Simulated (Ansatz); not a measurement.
Geometry optimisation, RKS PBE0-D4/def2-SVP (Ansatz).

input.yaml

```yaml
crystal:
  periodic: [false, false, false]
  atoms:
    - { symbol: Zn, position_ang: [0.0, 0.0, 0.0] }
    - { symbol: Cl, position_ang: [0.0, 0.0, 2.24] }
    - { symbol: O, position_ang: [0.0, 0.0, -1.79] }
    - { symbol: H, position_ang: [0.2547, -0.9174, -2.1271] }
basis:
  gaussian: { orbitals: def2-SVP }
hamiltonian:
  xc: pbe0
  dispersion: d4
relax:
  f_tol: 0.02
  max_steps: 40
output:
  orbitals: {}
```

Launched with:

```bash
$ ansatz run input.yaml --threads 1 --pin off --max-ram 2048MiB --backend cpu --events-out ev --progress --plain --runs-dir out
```

Problem. Where does it end, and by what steps?

Solution. The run converged. After 5 steps the energy has fallen by 0.192 eV; Cl2 moved furthest, 0.10 Å.

```
step  energy less start (eV)  largest force component (eV/Å)  accepted
   0                  0.0000                           1.880       yes
   1                 -0.1710                           0.610       yes
   2                 -0.1880                           0.243       yes
   3                 -0.1895                           0.119       yes
   4                 -0.1915                           0.182       yes
   5                 -0.1923                           0.007       yes
```

```xyz
4
Properties=species:S:1:pos:R:3
Zn 0.018 -0.064 0.046
Cl -0.010 0.037 2.142
O 0.008 -0.029 -1.720
H 0.239 -0.861 -2.146
```

Time of the run: 15 s on 1 thread of Arm Neoverse V2, with other jobs on the host, peak memory 0.14 GiB.
